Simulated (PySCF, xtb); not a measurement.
Si(NH2)2 (H₄N₂Si), SMILES [Si](N)N (connectivity only; charge and spin as stated), neutral, multiplicity 1. One conformer was computed; it need not be the lowest.

Harmonic wavenumbers (cm⁻¹) from GFN2-xTB (xtb) at its own minimum, in rising order: 219, 276, 302, 306, 351, 697, 762, 877, 893, 1515, 1530, 3385, 3386, 3530, 3533.

**Question.** What does PySCF 2.14.0 with B3LYP-D3(BJ)/def2-TZVP give at its own minimum? (Estimate from the structure and the level; the computed values follow.)

**Answer.** 306, 357, 395, 441, 522, 699, 777, 840, 885, 1576, 1599, 3532, 3537, 3647, 3649. Paired by order, the mean absolute difference is 86 cm⁻¹ and the zero-point energies are 30.8 and 32.5 kcal/mol.
